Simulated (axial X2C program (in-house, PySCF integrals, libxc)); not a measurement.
Photoelectron levels of BI by EOM-IP-CCSD

Calculated with an axial X2C code built on PySCF integrals: two-component X2C with atomic mean-field Coulomb and Gaunt terms, Gaussian nuclei, basis I dyall-cv3z, B dyall-v3z with contracted cores.

R = 2.235 Å (1.045 times 2.139 Å, the PBE0 minimum at charge 0 for the lowest determinant).

Vertical ionisation energies of BI to the states of BI⁺:

```json
{"Ω of BI⁺": "1/2", "vertical IE (eV)": "9.753", "above lowest (cm⁻¹)": "0", "ionised spinor": "38% B pσ, 30% B sσ, 23% I pσ", "one-hole weight": "0.92"}
{"Ω of BI⁺": "3/2", "vertical IE (eV)": "10.448", "above lowest (cm⁻¹)": "5606", "ionised spinor": "88% I pπ, 9% B pπ", "one-hole weight": "0.94"}
{"Ω of BI⁺": "1/2", "vertical IE (eV)": "11.111", "above lowest (cm⁻¹)": "10952", "ionised spinor": "86% I pπ, 6% B pπ", "one-hole weight": "0.93"}
{"Ω of BI⁺": "1/2", "vertical IE (eV)": "14.362", "above lowest (cm⁻¹)": "37175", "ionised spinor": "50% I pσ, 35% B sσ, 8% I sσ", "one-hole weight": "0.64"}
```

Q: Take the first Ω = 1/2 and Ω = 3/2 rows of π character: how far apart are they, and which lies lower?

A: E(3/2) − E(1/2) = 5606 − 10952 = -5346 cm⁻¹ at EOM-IP-CCSD: inverted, Ω = 3/2 lower. Splittings at this level can be off by ten to twenty per cent.

This point took 11 s on 1 thread of Arm Neoverse N1, on a shared host.

Reference electrons by ω block (each with its −ω partner): 1/2: 19, 3/2: 8, 5/2: 2. 10 electrons of BI correlated (inner shells frozen), 94 natural virtual spinors (a truncated set); levels can be off by some tenths of an eV. Roots sought by Ω: (1/2: 4, 3/2: 3, 5/2: 1); the list ends where they run out and leaves out roots under 60 % one-particle weight. The solver can skip a root, and states that need a further excitation, which the method places far too high, are missing though they may lie low or lowest. T1 of the reference 0.022 (Lee–Taylor). Number of frozen shells: I 4 s, 3 p, 2 d; B 1 s.
